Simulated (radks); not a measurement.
Effect of the nuclear size on the gadolinium ion Gd+, [Xe] 4f7 5d1 6s1. Method: Dirac Kohn-Sham, relativistic LDA (MacDonald-Vosko exchange, VWN5 correlation), spin-unpolarised, spherical densities, finite nucleus; open shells fill j = l - 1/2 first; Fermi nuclear charge, rms radius 5.1569 fm; computed with a radial shooting solver on a logarithmic mesh with Libxc functionals. The rms radius is varied about that value; shifts are against it.

| rms radius (fm) | total energy shift (eV) | density at nucleus (e/bohr^3) | 1s1/2 shift (meV) | 2s1/2 shift (meV) | 5p1/2 shift (meV) | 6s1/2 shift (meV) | 5d3/2 shift (meV) | 6p1/2 (empty) shift (meV) |
|---|---|---|---|---|---|---|---|---|
| 4.1513 | -7.39 | 6.555e+05 | -3030 | -390 | 0.260 | -0.315 | 0.173 | 0.077 |
| 4.9867 | -1.34 | 6.256e+05 | -547 | -70.5 | 0.047 | -0.057 | 0.031 | 0.014 |
| 5.1569 | 0 | 6.203e+05 | 0.000 | 0.000 | 0.000 | 0.000 | 0.000 | 0.000 |
| 5.6313 | 3.90 | 6.065e+05 | 1600 | 206 | -0.137 | 0.166 | -0.091 | -0.041 |
| 5.8221 | 5.54 | 6.014e+05 | 2270 | 292 | -0.194 | 0.235 | -0.130 | -0.058 |

Slopes of the eigenvalues against <r^2> in GHz/fm^2, as finite differences over the two radii next to the reference (eigenvalue slopes, not the field-shift constants of lines): 1s1/2 75700, 2s1/2 9760, 5p1/2 -6.49, 6s1/2 7.86, 5d3/2 -4.32, 6p1/2 (empty) -1.93.
